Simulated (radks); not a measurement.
Question: Coherent X-ray form factor from a spherical all-electron density. Calculated with a radial shooting solver on a logarithmic mesh with Libxc functionals: Dirac Kohn-Sham, PBE, spin-unpolarised, spherical densities, finite nucleus; Fermi nuclear charge, rms radius of each element as measured or else 0.836 A^(1/3) + 0.57 fm.

sin(theta)/lambda (1/angstrom),f0 (electrons)
0.05,57.241
0.1,55.139
0.15,52.133
0.2,48.726
0.25,45.321
0.3,42.157
0.4,36.805
0.5,32.536
0.6,28.970
0.8,23.354
1,19.530
1.25,16.496
1.5,14.292
2,10.472

The species is in the configuration that NIST lists as its ground one. Which atom or ion scatters so?

Answer: The neodymium ion Nd2+, [Xe] 4f(5/2: 4, 7/2: 0). Extrapolating in s^2 from the first two rows gives f0(0) = 57.9, near the electron count 58; among species with that count, the fall with angle is slower the higher Z, and the table is that of Z = 60; from so few rows the species is fixed only to a neighbour or two.
